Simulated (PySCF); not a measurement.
PySCF input file for Be(OH)(GeH3) (BeGeH4O), SMILES [Be]([GeH3])[OH], TDDFT-ωB97X/def2-SVPD. Geometry optimised at B3LYP-D3(BJ)/def2-TZVP. Other conformers were not sampled.

```python
import numpy as np
from pyscf import gto, scf, dft, tdscf

mol = gto.M(
    atom='''
    Be    1.08505311   -0.06643512   -0.81692007
    O     2.19485440   -0.20573406   -1.66291584
    H     2.86429241    0.34544142   -2.05618943
    Ge   -0.66649277    0.04211414    0.50115255
    H    -1.03041827   -1.32046498    1.13072483
    H    -0.46485100    1.01305371    1.68583517
    H    -1.94030193    0.52593013   -0.22624516
    ''',
    basis='def2-SVPD',
    charge=0,
    spin=0,
    max_memory=1600,
    verbose=4,
)
mf = dft.RKS(mol, xc='wb97x').density_fit(auxbasis='def2-universal-jkfit')
mf.grids.level = 3
mf.conv_tol = 1e-9
mf.max_cycle = 100
mf.kernel()
mf.grids = dft.Grids(mol).set(level=1).build(with_non0tab=True)  # coarser grid for the response kernel
td = tdscf.TDDFT(mf)
td.singlet = True
td.nstates = 10
td.conv_tol = 1e-4
td.kernel(x0=td.get_init_guess(mf, 15))
td.analyze()
tt = tdscf.TDA(mf)
tt.singlet = False
tt.nstates = 4
tt.conv_tol = 1e-4
tt.kernel(x0=tt.get_init_guess(mf, 9))
tt.analyze(verbose=3)
```

Log of the run:

```
PySCF version 2.14.0

[INPUT] verbose = 4
[INPUT] num. atoms = 7
[INPUT] num. electrons = 48
[INPUT] charge = 0
[INPUT] spin (= nelec alpha-beta = 2S) = 0
[INPUT] symmetry False subgroup None
[INPUT] Mole.unit = angstrom
[INPUT] Symbol           X                Y                Z      unit          X                Y                Z       unit  Magmom
[INPUT]  1 Be     1.085053110000  -0.066435120000  -0.816920070000 AA    2.050453208508  -0.125544181853  -1.543755197961 Bohr   0.0
[INPUT]  2 O      2.194854400000  -0.205734060000  -1.662915840000 AA    4.147673699297  -0.388781027895  -3.142455505801 Bohr   0.0
[INPUT]  3 H      2.864292410000   0.345441420000  -2.056189430000 AA    5.412728195570   0.652789675881  -3.885634882926 Bohr   0.0
[INPUT]  4 Ge    -0.666492770000   0.042114140000   0.501152550000 AA   -1.259488799303   0.079584190572   0.947041066127 Bohr   0.0
[INPUT]  5 H     -1.030418270000  -1.320464980000   1.130724830000 AA   -1.947208324048  -2.495317169279   2.136760250945 Bohr   0.0
[INPUT]  6 H     -0.464851000000   1.013053710000   1.685835170000 AA   -0.878441078730   1.914394061375   3.185766762460 Bohr   0.0
[INPUT]  7 H     -1.940301930000   0.525930130000  -0.226245160000 AA   -3.666639246665   0.993863906357  -0.427541389408 Bohr   0.0

nuclear repulsion = 128.617090592587
number of shells = 45
number of NR pGTOs = 175
number of NR cGTOs = 105
basis = def2-SVPD
ecp = {}


[settings echo left out]
init E= -2168.46987868218
  HOMO = -0.350767644771445  LUMO = -0.0166839890079666  gap/eV = 9.09088
cycle= 1 E= -2168.99516296907  delta_E= -0.525  |g|= 0.808  |ddm|= 3.43
  HOMO = -0.266836566092582  LUMO = 0.0403606319371583  gap/eV = 8.35926
cycle= 2 E= -2168.96410634842  delta_E= 0.0311  |g|= 0.972  |ddm|= 1.71
  HOMO = -0.385269678765249  LUMO = 0.0411010414274702  gap/eV = 11.60214
cycle= 3 E= -2169.12790103586  delta_E= -0.164  |g|= 0.0612  |ddm|= 0.784
  HOMO = -0.377678090047832  LUMO = 0.0453961434902492  gap/eV = 11.51244
cycle= 4 E= -2169.12887507566  delta_E= -0.000974  |g|= 0.0402  |ddm|= 0.176
  HOMO = -0.377807965169541  LUMO = 0.0455505358301198  gap/eV = 11.52017
cycle= 5 E= -2169.1291275315  delta_E= -0.000252  |g|= 0.00585  |ddm|= 0.0438
  HOMO = -0.378160555881889  LUMO = 0.0453486997889039  gap/eV = 11.52427
cycle= 6 E= -2169.12914668727  delta_E= -1.92e-05  |g|= 0.00124  |ddm|= 0.0204
  HOMO = -0.378186687931157  LUMO = 0.0453002220132688  gap/eV = 11.52367
cycle= 7 E= -2169.12914837015  delta_E= -1.68e-06  |g|= 0.000298  |ddm|= 0.00808
  HOMO = -0.37816233114941  LUMO = 0.0453181576573498  gap/eV = 11.52349
cycle= 8 E= -2169.1291484549  delta_E= -8.47e-08  |g|= 5.48e-05  |ddm|= 0.00229
  HOMO = -0.378180779486414  LUMO = 0.0453133607473593  gap/eV = 11.52386
cycle= 9 E= -2169.12914845678  delta_E= -1.88e-09  |g|= 1.07e-05  |ddm|= 0.000272
  HOMO = -0.378177233848428  LUMO = 0.045313859220308  gap/eV = 11.52378
cycle= 10 E= -2169.12914845688  delta_E= -1e-10  |g|= 1.67e-06  |ddm|= 6.98e-05
  HOMO = -0.378177588358764  LUMO = 0.0453136507336476  gap/eV = 11.52378
Extra cycle  E= -2169.12914845689  delta_E= -1.46e-11  |g|= 8.77e-07  |ddm|= 6.82e-06
converged SCF energy = -2169.12914845689
tot grids = 27568


******** <class 'pyscf.tdscf.rks.TDDFT'> for <class 'pyscf.df.df_jk.DFRKS'> ********
nstates = 10 singlet
deg_eia_thresh = 1.000e-03
wfnsym = None
conv_tol = 0.0001
eigh lindep = 1e-12
eigh level_shift = 0
eigh max_cycle = 100


Excitation energies (eV)
[6.63418072 6.77705166 7.20933618 7.97756181 8.19651473 8.25530909
 8.31859807 8.39612925 8.54809483 8.56160959]

** Singlet excitation energies and oscillator strengths **
Excited State   1:      6.63418 eV    186.89 nm  f=0.0967
      24 -> 25        0.45969
      24 -> 26       -0.47594
      24 -> 29       -0.19510
Excited State   2:      6.77705 eV    182.95 nm  f=0.0874
      24 -> 27        0.65052
      24 -> 30       -0.22434
Excited State   3:      7.20934 eV    171.98 nm  f=0.2449
      24 -> 25       -0.40934
      24 -> 26       -0.41810
      24 -> 28        0.36529
Excited State   4:      7.97756 eV    155.42 nm  f=0.0005
      21 -> 25       -0.13119
      21 -> 26        0.11333
      22 -> 27        0.27370
      22 -> 30       -0.13167
      23 -> 25       -0.40052
      23 -> 26        0.38288
      23 -> 29        0.18755
Excited State   5:      8.19651 eV    151.26 nm  f=0.0019
      21 -> 25        0.36588
      21 -> 26       -0.28815
      21 -> 29       -0.13759
      22 -> 27        0.40142
      22 -> 30       -0.15422
      23 -> 25        0.12497
Excited State   6:      8.25531 eV    150.19 nm  f=0.0015
      21 -> 26       -0.17369
      22 -> 25       -0.22866
      22 -> 26        0.34779
      22 -> 29        0.11411
      23 -> 25       -0.20415
      23 -> 26       -0.12046
      23 -> 27        0.33408
      23 -> 28        0.19595
Excited State   7:      8.31860 eV    149.04 nm  f=0.0030
      21 -> 25       -0.26190
      21 -> 26        0.25709
      21 -> 29        0.10461
      22 -> 26        0.26501
      22 -> 27        0.29278
      22 -> 28       -0.20151
      23 -> 25        0.22750
      23 -> 26       -0.12863
      23 -> 27        0.13654
Excited State   8:      8.39613 eV    147.67 nm  f=0.0039
      21 -> 25        0.38606
      21 -> 26        0.40079
      21 -> 28        0.10653
      21 -> 34       -0.11313
      21 -> 35        0.14172
      22 -> 25       -0.13162
      22 -> 27       -0.10297
      23 -> 25        0.12614
      23 -> 26        0.21379
Excited State   9:      8.54809 eV    145.04 nm  f=0.0270
      20 -> 25       -0.19697
      21 -> 27        0.20231
      22 -> 25        0.15074
      22 -> 26       -0.26650
      23 -> 27        0.29052
      24 -> 28        0.29240
      24 -> 31        0.16778
      24 -> 34       -0.23591
Excited State  10:      8.56161 eV    144.81 nm  f=0.0733
      20 -> 25       -0.26255
      20 -> 26        0.11022
      21 -> 25       -0.13854
      21 -> 27        0.27140
      22 -> 25       -0.32182
      22 -> 27        0.10634
      22 -> 28        0.24413
      23 -> 25        0.12736
      23 -> 27       -0.13169
      23 -> 28       -0.13813
      24 -> 28       -0.11214
      24 -> 34        0.10154

** Transition electric dipole moments (AU) **
state          X           Y           Z        Dip. S.      Osc.
  1         0.1978      0.7433     -0.0596      0.5952      0.0967
  2         0.4364     -0.0660      0.5760      0.5266      0.0874
  3        -0.9297      0.1260      0.7115      1.3864      0.2449
  4        -0.0183     -0.0365     -0.0337      0.0028      0.0005
  5         0.0441      0.0090      0.0864      0.0095      0.0019
  6         0.0405      0.0570     -0.0523      0.0076      0.0015
  7        -0.0865     -0.0386     -0.0761      0.0148      0.0030
  8         0.1085      0.0082      0.0844      0.0190      0.0039
  9        -0.3079     -0.0300      0.1819      0.1288      0.0270
 10        -0.0028      0.4921     -0.3274      0.3494      0.0733

** Transition velocity dipole moments (imaginary part, AU) **
state          X           Y           Z        Dip. S.      Osc.
  1         0.0479      0.1798     -0.0144      0.0348      0.0952
  2         0.1068     -0.0161      0.1411      0.0316      0.0845
  3        -0.2466      0.0335      0.1888      0.0976      0.2455
  4        -0.0039     -0.0110     -0.0080      0.0002      0.0005
  5         0.0106      0.0031      0.0227      0.0006      0.0014
  6         0.0126      0.0176     -0.0159      0.0007      0.0016
  7        -0.0257     -0.0134     -0.0218      0.0013      0.0029
  8         0.0339      0.0031      0.0261      0.0018      0.0040
  9        -0.0959     -0.0097      0.0559      0.0124      0.0264
 10         0.0002      0.1576     -0.1048      0.0358      0.0759

** Transition magnetic dipole moments (imaginary part, AU) **
state          X           Y           Z
  1        -0.1152      0.0145     -0.1528
  2         0.0228      0.2303      0.0156
  3        -0.0185      0.0009     -0.0251
  4         0.6509     -0.1064     -0.4429
  5         0.4164      0.2706     -0.3987
  6        -0.0111     -0.4627     -0.0213
  7        -0.1703      0.1909     -0.1928
  8         0.1344      0.9686      0.2250
  9         0.2240     -0.0608      0.2977
 10         0.4582     -0.1126      0.5517


******** <class 'pyscf.tdscf.rks.TDA'> for <class 'pyscf.df.df_jk.DFRKS'> ********
nstates = 4 triplet
deg_eia_thresh = 1.000e-03
wfnsym = None
conv_tol = 0.0001
eigh lindep = 1e-12
eigh level_shift = 0
eigh max_cycle = 100


Excitation energies (eV)
[5.57897118 5.72626323 6.80408952 7.57653853]

** Triplet excitation energies and oscillator strengths **
Excited State   1:      5.57897 eV    222.23 nm  f=0.0000
Excited State   2:      5.72626 eV    216.52 nm  f=0.0000
Excited State   3:      6.80409 eV    182.22 nm  f=0.0000
Excited State   4:      7.57654 eV    163.64 nm  f=0.0000
```

The run converged.
